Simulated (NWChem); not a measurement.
Species: C4H4N anion

```xyz
9

C      0.7123     0.9521     0.0000
C      1.0819    -0.4059     0.0000
N     -0.0018    -1.2288     0.0000
C     -1.0830    -0.4027     0.0000
C     -0.7097     0.9540     0.0000
H      1.3790     1.8182     0.0000
H      2.0973    -0.8157     0.0000
H     -2.0998    -0.8085     0.0000
H     -1.3731     1.8224     0.0000
```
Atoms are numbered in this order, from 1.

Program: NWChem. Sets without diffuse functions describe the anion's extra electron poorly. Structure relaxed at the B3LYP/def2-SVPD level. Not confirmed as a minimum by frequencies. Level M06-2X/def2-SVP: energy and gradient on several grids; changes count from the extra-fine grid, which is no exact limit either.

Question: Which is the coarsest grid (fine; xfine; medium; coarse; xcoarse) from which on the energy stays within 50 μHa and each gradient component within 100 μHa/bohr of xfine?

Answer: fine.
| grid | size of the energy change (μHa) | largest change of a gradient component (μHa/bohr) | time, medium = 1 (rough) |
|---|---|---|---|
| xcoarse | 2000 | 3000 | about 1 |
| coarse | 800 | 300 | about 1 |
| medium | < 10 | 200 | about 1 |
| fine | < 10 | < 30 | about 1 |
| xfine | < 10 | < 30 | 2 |
